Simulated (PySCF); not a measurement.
Computed IR spectrum (relative IR intensity) of a molecule C4H4BFO. Coordinates come from a PBE-D3(BJ)/def2-SVP optimisation. The values are those of a single conformer. Calculation: PBE-D3(BJ)/def2-SVP run with PySCF. No scaling factor is applied to the harmonic values.

ν (cm⁻¹): 45 (vw), 109 (vw), 123 (w), 229 (w), 233 (w), 348 (vw), 498 (m), 539 (w), 616 (w), 632 (m), 665 (m), 732 (m), 893 (m), 948 (w), 1013 (vs), 1236 (s), 1296 (vs), 1348 (s), 1370 (m), 1382 (m), 1699 (vs), 2107 (s), 3090 (vw), 3391 (m) (against the strongest line: vs over 80 %, s over 45 %, m over 15 %, w over 4 %, vw less)

Task: Identify the compound among the candidates.
A) C#C[C@H]1OCB1F
B) C=C1OC=CB1F
C) C=C=C1OCB1F
D) C#CB(F)C(C)=O

Result: D, C#CB(F)C(C)=O
